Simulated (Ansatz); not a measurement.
Two isomers of C3H7GeN: A = `C=[C]1[CH2][GeH]1[NH2]`, B = `[GeH3][CH2]N1C=C1`.

Computed with Ansatz on PBE0-D4/def2-TZVP structures; ΔE is electronic, products minus reactants. CBS: MP2 limit from def2 TZ/QZ plus the TZ coupled-cluster correction, frozen cores. DFT in def2-TZVPP. B3LYP here is the variant with VWN-RPA as its local correlation; programs differ in this. For Ge outer-core shells are correlated without core-valence functions, which leaves a few kJ/mol of doubt a bond. Scalar relativity is left out up to krypton. One conformer a species, not always the lowest.

Question: Which isomer does CCSD(T)/CBS put lower? Give the gap. (Estimate.)

Answer: Computed: A, by 232.3 kJ/mol.

Question: Give E(B) − E(A) in kJ/mol with ωB97M-V, CCSD(T)/def2-TZVPP, HF/def2-TZVPP, PBE0-D4, B3LYP-D4, B3LYP, PBE-D4. (An estimate is asked.)

Answer: Ansatz gave: ωB97M-V 226.3, CCSD(T)/def2-TZVPP 228.7, HF/def2-TZVPP 230.4, PBE0-D4 229.4, B3LYP-D4 227.2, B3LYP 228.0, PBE-D4 223.5. None reverses the order clearly.

Largest T1 diagnostic: 0.012.

From PBE to PBE0 (25 % exact exchange), in def2-TZVPP and without D4, E(B) − E(A) moves by +5.8 kJ/mol.
